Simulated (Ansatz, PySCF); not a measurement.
Stepwise substitution at one centre (Al F-OH). All species are isolated molecules in the gas phase. One relaxed conformer stands for each flexible species; it need not be the lowest. Strings in code marks are SMILES.

Quantity: vertical ionisation energy (energy after one electron is removed minus that of the parent at the parent's geometry), in eV.

Level 1: B3LYP/6-31G* // PBE0-D3(BJ)/def2-TZVP (PySCF)
Level 2: minus the HOMO energy of HF/6-31G* // PBE0-D3(BJ)/def2-TZVP (PySCF)
Level 3: minus the HOMO energy of HF/STO-3G // PBE0-D3(BJ)/def2-TZVP (PySCF)
Level 4: HF/cc-pVTZ // PBE0-D3(BJ)/def2-TZVP (Ansatz, an electronic-structure program)

```csv
species,level 2,level 3,level 4
`[OH][Al]([OH])[OH]`,13.23,8.73,10.57
`[OH][Al]([F])[F]` (H–O–Al–F torsion 0°),14.17,9.26,11.43
"`[OH][Al]([OH])[F]` (H–O–Al–F torsion 180°, F–Al–O–H torsion 0°)",13.55,8.87,10.94
```

Question: What does level 1 give for each, and how far do the other levels lie from it on average?

Answer: 
- `[OH][Al]([OH])[OH]`: 10.96
- `[OH][Al]([F])[F]` (H–O–Al–F torsion 0°): 12.61
- `[OH][Al]([OH])[F]` (H–O–Al–F torsion 180°, F–Al–O–H torsion 0°): 11.51
Mean absolute difference from level 1, which has limits of its own, over these rows (drawn at random from the members that have all these levels): level 2 1.96 eV, level 3 2.74 eV, level 4 0.71 eV.
